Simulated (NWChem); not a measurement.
System: C2H5FOSi; SMILES F[Si@H]1CCO1

The following NWChem deck was run.

```
start job
memory heap 200 mb stack 900 mb global 1100 mb
geometry units angstroms noautosym nocenter noautoz
  F      0.032085    -1.814688    -0.551956
  Si     0.024339    -0.535132     0.441701
  C      1.137726     0.883917    -0.049890
  C     -0.211990     1.593132    -0.316609
  O     -1.165766     0.579969     0.069811
  H     -0.033089    -1.105468     1.809435
  H      1.745068     1.341943     0.743499
  H      1.762498     0.729159    -0.940534
  H     -0.360799     1.866289    -1.374248
  H     -0.358219     2.496104     0.297968
end
basis spherical
  * library pcsseg-1
end
dft
  xc kt2
  iterations 150
end
property
  shielding
  efieldgrad
end
task dft property
```

NWChem printed, in part:

```
             Northwest Computational Chemistry Package (NWChem) 7.3.0
             --------------------------------------------------------

                             Geometry "geometry" -> ""
                             -------------------------

 Output coordinates in angstroms (scale by  1.889725989 to convert to a.u.)

  No.       Tag          Charge          X              Y              Z
 ---- ---------------- ---------- -------------- -------------- --------------
    1 F                    9.0000     0.03208500    -1.81468800    -0.55195600
    2 Si                  14.0000     0.02433900    -0.53513200     0.44170100
    3 C                    6.0000     1.13772600     0.88391700    -0.04989000
    4 C                    6.0000    -0.21199000     1.59313200    -0.31660900
    5 O                    8.0000    -1.16576600     0.57996900     0.06981100
    6 H                    1.0000    -0.03308900    -1.10546800     1.80943500
    7 H                    1.0000     1.74506800     1.34194300     0.74349900
    8 H                    1.0000     1.76249800     0.72915900    -0.94053400
    9 H                    1.0000    -0.36079900     1.86628900    -1.37424800
   10 H                    1.0000    -0.35821900     2.49610400     0.29796800

 Effective nuclear repulsion energy (a.u.)     244.8229195683

                              NWChem Property Module
                              ----------------------

  itol2e modified to match energy
  convergence criterion.

                                 NWChem DFT Module
                                 -----------------

 Summary of "ao basis" -> "ao basis" (spherical)
 ------------------------------------------------------------------------------
       Tag                 Description            Shells   Functions and Types
 ---------------- ------------------------------  ------  ---------------------
 F                          pcsseg-1                 7       17   3s3p1d
 Si                         pcsseg-1                10       24   4s5p1d
 C                          pcsseg-1                 7       17   3s3p1d
 O                          pcsseg-1                 7       17   3s3p1d
 H                          pcsseg-1                 3        5   2s1p

  itol2e modified to match energy
  convergence criterion.

            General Information
            -------------------
          SCF calculation type: DFT
          Wavefunction type:  closed shell.
          No. of atoms     :    10
          No. of electrons :    48
           Alpha electrons :    24
            Beta electrons :    24
          Charge           :     0
          Spin multiplicity:     1
          Use of symmetry is: off; symmetry adaption is: off
          Maximum number of iterations: 150
          AO basis - number of functions:   117
                     number of shells:    53
          Convergence on energy requested:  1.00D-07
          Convergence on density requested:  1.00D-05
          Convergence on gradient requested:  5.00D-04

              XC Information
              --------------
                          KT2 Method XC Functional
                        Slater Exchange Functional  1.072 local
                           KT1 gradient correction  1.000 non-local
            Perdew 1991 LDA Correlation Functional  0.577 local

[...]

          -----------------------------------------
          Chemical Shielding Tensors (GIAO, in ppm)
          -----------------------------------------

                                NWChem CPHF Module
                                ------------------

  scftype          =     RHF
  nclosed          =       24
  nopen            =        0
  variables        =     2232
  # of vectors     =        3
  tolerance        = 0.10D-03
  level shift      = 0.00D+00
  max iterations   =       50
  max subspace     =       30

 SCF residual:    5.8637628938244192E-005

Iterative solution of linear equations
  No. of variables     2232
  No. of equations        3
  Maximum subspace       30
        Iterations       50
       Convergence  1.0D-04

   iter   nsub   residual    time
   ----  ------  --------  ---------
     1      3    3.46D-05      69.0

      Atom:    1  F
        Diamagnetic
    465.6694     -0.4099      0.1400
     -0.4099    484.1744     14.1007
      0.1400     14.1007    473.1912

        Paramagnetic
   -161.8346    -37.2284     24.2287
    -37.2284   -207.9725     43.9745
     24.2287     43.9745   -236.5733

        Total Shielding Tensor
    303.8348    -37.6383     24.3687
    -37.6383    276.2019     58.0752
     24.3687     58.0752    236.6179

           isotropic =     272.2182
          anisotropy =      91.9594

          Principal Components and Axis System
                 1           2           3
              333.5245    302.4403    180.6899

      1         0.6777      0.6594     -0.3253
      2        -0.6933      0.4256     -0.5816
      3        -0.2450      0.6197      0.7456

      Atom:    2  Si
        Diamagnetic
    881.1256     -0.8226      0.2742
     -0.8226    887.2259      0.8674
      0.2742      0.8674    879.2213

        Paramagnetic
   -535.5426      6.5448     -4.6559
      6.5448   -544.9839    -14.5564
     -4.6559    -14.5564   -528.0758

        Total Shielding Tensor
    345.5830      5.7222     -4.3817
      5.7222    342.2420    -13.6889
     -4.3817    -13.6889    351.1455

           isotropic =     346.3235
          anisotropy =      26.1197

          Principal Components and Axis System
                 1           2           3
              363.7366    343.2866    331.9472

      1        -0.3579      0.9184     -0.1687
      2        -0.5675     -0.0705      0.8203
      3         0.7415      0.3893      0.5464

      Atom:    3  C
        Diamagnetic
    258.2062     -1.2854      0.8145
     -1.2854    254.5441     -2.9161
      0.8145     -2.9161    246.0020

        Paramagnetic
    -87.5634     -6.0206      0.8887
     -6.0206    -80.9482    -12.9893
      0.8887    -12.9893   -116.6229

        Total Shielding Tensor
    170.6428     -7.3059      1.7032
     -7.3059    173.5959    -15.9054
      1.7032    -15.9054    129.3792

           isotropic =     157.8726
          anisotropy =      37.9647

          Principal Components and Axis System
                 1           2           3
              183.1824    166.1916    124.2437

      1        -0.5123      0.8587      0.0137
      2         0.8190      0.4837      0.3086
      3        -0.2583     -0.1693      0.9511

      Atom:    4  C
        Diamagnetic
    254.9515      2.9603     -1.3212
      2.9603    250.2233     -3.5387
     -1.3212     -3.5387    240.8835

        Paramagnetic
   -126.8169     29.7049     -9.6271
     29.7049   -132.3439    -14.2161
     -9.6271    -14.2161   -146.7152

        Total Shielding Tensor
    128.1346     32.6652    -10.9484
     32.6652    117.8794    -17.7547
    -10.9484    -17.7547     94.1683

           isotropic =     113.3941
          anisotropy =      72.8205

          Principal Components and Axis System
                 1           2           3
              161.9411     95.2869     82.9543

      1         0.7123     -0.6436     -0.2801
      2         0.6422      0.4365      0.6301
      3        -0.2833     -0.6287      0.7242

      Atom:    5  O
        Diamagnetic
    395.9895      1.2109     -0.6600
      1.2109    409.1727    -12.4039
     -0.6600    -12.4039    379.5374

        Paramagnetic
   -142.7085    -62.0664     27.3572
    -62.0664   -260.3682     59.8522
     27.3572     59.8522   -229.5662

        Total Shielding Tensor
    253.2810    -60.8555     26.6972
    -60.8555    148.8044     47.4483
     26.6972     47.4483    149.9711

           isotropic =     184.0189
          anisotropy =     146.0999

          Principal Components and Axis System
                 1           2           3
              281.4188    191.4499     79.1879

      1         0.9134      0.2186      0.3433
      2        -0.4051      0.5696      0.7151
      3         0.0393      0.7923     -0.6089

      Atom:    6  H
        Diamagnetic
     22.4911      0.3792     -0.5488
      0.3792     26.0170     -6.0960
     -0.5488     -6.0960     36.2628

        Paramagnetic
     -0.7973     -0.2943      0.1027
     -0.2943     -1.0146      2.9388
      0.1027      2.9388     -6.4093

        Total Shielding Tensor
     21.6938      0.0849     -0.4461
      0.0849     25.0025     -3.1572
     -0.4461     -3.1572     29.8535

           isotropic =      25.5166
          anisotropy =       8.8686

          Principal Components and Axis System
                 1           2           3
               31.4290     23.4549     21.6659

      1        -0.0449     -0.0677      0.9967
      2        -0.4410      0.8966      0.0410
      3         0.8964      0.4377      0.0701

      Atom:    7  H
        Diamagnetic
     32.1738      4.8739      7.3861
      4.8739     26.9057      4.1752
      7.3861      4.1752     29.9912

        Paramagnetic
     -0.5399     -3.3492     -4.5620
     -3.3492      0.6198     -2.3443
     -4.5620     -2.3443     -1.7514

        Total Shielding Tensor
     31.6340      1.5247      2.8241
      1.5247     27.5255      1.8309
      2.8241      1.8309     28.2398

[...]
```

Level: KT2/pcSseg-1, GIAO. The geometry was optimised at PBE0/def2-SVP. NWChem prints the field gradient with the sign opposite to the second derivative of the potential. The printed shielding anisotropy is the first printed principal value minus the mean of the other two.
